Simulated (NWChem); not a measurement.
# C2Cl3 cation

```xyz
5

Cl    -0.6216    -2.3308     0.0000
C     -0.2442    -0.8145     0.0000
C      0.0726     0.4587     0.0000
Cl     1.7092     0.8803     0.0000
Cl    -1.1768     1.5970     0.0000
```
Atoms are numbered in this order, from 1.

Results from NWChem. Coordinates come from a PBE0/def2-SVP optimisation. Vzz is the largest principal value of the second derivative of the potential at the nucleus (NWChem prints the opposite sign); η is the asymmetry. Non-relativistic.

```tsv
level	Vzz Cl1 (a.u.)	η Cl1	Vzz Cl5 (a.u.)	η Cl5
PBE/cc-pVTZ	?	0.98	?	0.12
PBE/def2-SVP	3.059	0.96	3.825	0.14
B3LYP/def2-SVP	3.198	0.95	4.080	0.07
B3LYP/def2-TZVP	3.527	0.95	4.591	0.04
```

Question: What belongs in the gaps?

Answer: 
- PBE/cc-pVTZ, Vzz Cl1 (a.u.): 3.020
- PBE/cc-pVTZ, Vzz Cl5 (a.u.): 3.909
